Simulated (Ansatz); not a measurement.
```yaml
crystal:
  periodic: [false, false, false]
  atoms:
    - {symbol: Mo, position_ang: [-0.942960, 1.378034, 0.686862]}
    - {symbol: Mo, position_ang: [1.736836, 1.242008, 0.767113]}
    - {symbol: Mo, position_ang: [0.363947, -0.967171, 0.744833]}
    - {symbol: Mo, position_ang: [0.461516, 0.799315, -1.474725]}
    - {symbol: Mo, position_ang: [-0.282745, -2.185921, -1.328763]}
    - {symbol: Se, position_ang: [-1.432554, 2.280247, -1.557592]}
    - {symbol: Se, position_ang: [2.581770, 1.983304, -1.414199]}
    - {symbol: Se, position_ang: [0.468055, 2.911555, 1.977381]}
    - {symbol: Se, position_ang: [1.224403, -3.326474, 0.124524]}
    - {symbol: Se, position_ang: [-2.497221, -2.399614, -0.921567]}
    - {symbol: Se, position_ang: [2.440035, -0.663821, 2.093471]}
    - {symbol: Se, position_ang: [-3.167453, 0.338554, 1.080152]}
    - {symbol: Se, position_ang: [0.431627, -0.909024, -3.257022]}
    - {symbol: Se, position_ang: [-1.385266, -0.481002, 2.479533]}
basis:
  gaussian: {orbitals: def2-SVPD, fitting: {mean_field: def2-universal-jkfit}}
hamiltonian: {xc: {name: CAM-B3LYP}, dispersion: d4, pseudopotentials: {relativity: scalar}}
scf: {lower_state_search: full}
```

```sh
$ ansatz run in.yaml --threads 2 --pin off --events-out ev --progress --plain --max-ram 31744MiB --backend cuda --devices 0, --max-vram 18GiB
```

Output, abridged:

```
Functional definition: CAM-B3LYP
  name "CAM-B3LYP"
  cite "Yanai, Tew & Handy, Chem. Phys. Lett. 393, 51 (2004) doi:10.1016/j.cplett.2004.06.011"
  cite "Iikura, Tsuneda, Yanai & Hirao, J. Chem. Phys. 115, 3540 (2001) doi:10.1063/1.1383587"
  cite "Becke, Phys. Rev. A 38, 3098 (1988) doi:10.1103/PhysRevA.38.3098"
  cite "Lee, Yang & Parr, Phys. Rev. B 37, 785 (1988) doi:10.1103/PhysRevB.37.785"
  cite "Vosko, Wilk & Nusair, Can. J. Phys. 58, 1200 (1980) doi:10.1139/p80-159"
  parameter alpha = 0.19
  parameter beta = 0.46
  parameter omega = 0.33/bohr
  parameter ac = 0.81
  # Exact exchange under (alpha + beta erf(omega r))/r, Becke's under what is left of 1/r.
  exchange = (1 - alpha - beta)*b88_x + beta*b88_x_sr(omega) + alpha*exact_x + beta*exact_x_lr(omega)
  correlation = (1 - ac)*vwn5_c + ac*lyp_c
3669 factors; integrals over basis functions are off by at most 2.6e-2 eV
3669 factors; integrals over basis functions are off by at most 4.2e-5 eV
mean field evaluation 1: about -602751.5708 eV, gradient 8.0e1 eV
mean field evaluation 2: about -602751.5680 eV, gradient 8.0e1 eV
mean field evaluation 4: about -602762.2589 eV, gradient 3.1e1 eV
mean field evaluation 8: about -602764.5431 eV, gradient 4.0e0 eV
mean field evaluation 16: about -602764.5905 eV, gradient 6.2e-2 eV
mean field evaluation 32: about -602764.5906 eV, gradient 6.0e-4 eV
mean field evaluation 64: about -602578.2447 eV, gradient 2.8e2 eV
mean field evaluation 96: about -602540.0341 eV, gradient 2.7e2 eV
mean field evaluation 128: about -602571.7948 eV, gradient 2.7e2 eV
mean field evaluation 160: about -602570.3954 eV, gradient 2.7e2 eV
mean field evaluation 192: about -602567.9204 eV, gradient 2.9e2 eV
mean field evaluation 224: about -602582.5614 eV, gradient 2.5e2 eV
mean field evaluation 256: about -602573.3331 eV, gradient 2.6e2 eV
mean field evaluation 288: about -602746.4504 eV, gradient 8.5e1 eV
mean field evaluation 320: about -602764.5906 eV, gradient 5.8e-4 eV
mean field evaluation 352: about -602764.5906 eV, gradient 1.8e-2 eV
mean field evaluation 384: about -602219.2330 eV, gradient 4.1e2 eV
mean field -602764.59062720 eV, -22151.1901370356 hartree, gradient 8.2e-5 eV, S^2 0.000000; 4 other end points of the search recorded, 0 dependent functions left out
reference -602764.59080950 eV, -22151.1901437352 hartree; 188, 188 occupied and 351, 351 virtual orbitals, 3669 factors
Total energy: -602766.75528956 eV, -22151.2696869104 hartree
Relativity: scalar
```

It took 2.5 min on 2 threads of AMD EPYC 7R13 on a shared host and a share (18 GiB) of an NVIDIA H100 80GB HBM3, peak host memory 1.2 GiB.

In the def2 sets Mo takes a core potential; there is no spin–orbit coupling. The restricted singlet is unstable towards broken spin symmetry in Hartree–Fock (as tested in another run); at RKS CAM-B3LYP-D4/def2-SVPD this wasn't settled.
